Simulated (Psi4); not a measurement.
Complex: HCl (SMILES Cl) (first 2 atoms) with Cl2 (SMILES ClCl); geometry from B3LYP-D3(BJ)/def2-TZVP.
(charge 0, multiplicity 1):
```
atom    x (Å)    y (Å)    z (Å)
----  -------  -------  -------
Cl     0.4244  -0.5667  -0.3320
H      0.0109   0.6297  -0.5413
Cl    -0.1810   0.5621   4.7274
Cl     0.0851   0.0323   2.7940
```

These are SAPT0/jun-cc-pV(D+d)Z (Psi4 1.11) values and carry that method's errors.

Task: Give the four SAPT terms and the total, and say what mostly holds the pair together.

Result: electrostatics -112.9, exchange 190.4, induction -43.4, dispersion -54.5, total -20.6 meV; the largest attraction is electrostatics.
